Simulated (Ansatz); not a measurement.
Ansatz (a quantum-chemistry and plane-wave program) input (RI-MP2/def2-QZVPPD):
A basis named .json is the Basis Set Exchange file of that set.

Ansatz 0.2 input:
```yaml
crystal:
  periodic: [false, false, false]
  atoms:
    - {symbol: Cd, position_ang: [-0.00000000, -0.00000000, -1.44592233]}
    - {symbol: I, position_ang: [0.00000000, 0.00000000, 1.30951456]}
basis:
  gaussian:
    orbitals: def2-QZVPPD.json
    fitting: {mean_field: def2-universal-jkfit, correlation: def2-QZVPPD-RIFIT.json}
magnetization: {spin_polarized: true, initial_magnetization: 1}
correlation: {method: mp2, electrons: outside_noble_gas}
```

End of the output:

```
integrals: 0.15 GiB planned
473 factors; integrals over basis functions are off by at most 9.7e-1 eV
544 factors; integrals over basis functions are off by at most 9.0e-1 eV
mean field: 0.54 GiB planned
mean field evaluation 1: about -12613.9148 eV, gradient 8.4e0 eV
mean field evaluation 2: about -12614.5385 eV, gradient 6.0e0 eV
mean field evaluation 4: about -12614.7555 eV, gradient 8.6e-1 eV
mean field evaluation 8: about -12614.7840 eV, gradient 1.7e-6 eV
mean field -12614.78400511 eV, -463.5847615800 hartree, gradient 1.7e-6 eV, S^2 0.761962; 0 other end points of the search recorded, 0 dependent functions left out
13 core orbitals not correlated
reference -12614.78400511 eV, -463.5847615800 hartree; 10, 9 occupied and 156, 157 virtual orbitals, 544 factors
second order -16.74493706 eV of doubles, -0.00000000 eV of singles
Total energy: -12631.52894217 eV, -464.2001266670 hartree
```

The spin state was set by rule; other spins were not relaxed.
